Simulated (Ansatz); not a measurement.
One change: `OCN[SiH3]` becomes `NCN[SiH3]`.

Ansatz, PBE0-D4/def2-TZVP geometries, multiplicity 1. Each molecule was computed in one conformer, which needn't be the lowest.

| property | `OCN[SiH3]` |
| --- | --- |
| LUMO energy (B3LYP/def2-TZVPP) / eV | 0.09 |
| LUMO energy (PBE/def2-TZVPP) / eV | -0.49 |
| HOMO–LUMO gap (B3LYP/def2-TZVPP) / eV | 7.12 |
| HOMO energy (PBE0/def2-TZVPP) / eV | -7.25 |
| LUMO energy (ωB97M-V/def2-TZVPP) / eV | 1.89 |
| size of the dipole moment (ωB97M-V/def2-TZVPP) / D | 0.85 |

**Question.** What does the change do to each property? (Estimate.)

**Answer.** The calculation gave: 
```tsv
property	`NCN[SiH3]`	shift
LUMO energy (B3LYP/def2-TZVPP) / eV	0.30	0.21
LUMO energy (PBE/def2-TZVPP) / eV	-0.28	0.21
HOMO–LUMO gap (B3LYP/def2-TZVPP) / eV	6.88	-0.24
HOMO energy (PBE0/def2-TZVPP) / eV	-6.79	0.46
LUMO energy (ωB97M-V/def2-TZVPP) / eV	2.09	0.20
size of the dipole moment (ωB97M-V/def2-TZVPP) / D	1.28	0.43
```

With PBE0 the HOMO rises by 0.46 eV and the LUMO rises by 0.21 eV, so the gap narrows by about 0.25 eV. PBE moves the HOMO by 0.43 eV and ωB97M-V by 0.45 eV. Dipoles are sizes alone; their direction can turn.

B3LYP here is the variant with VWN-RPA as its local correlation; programs differ in this.
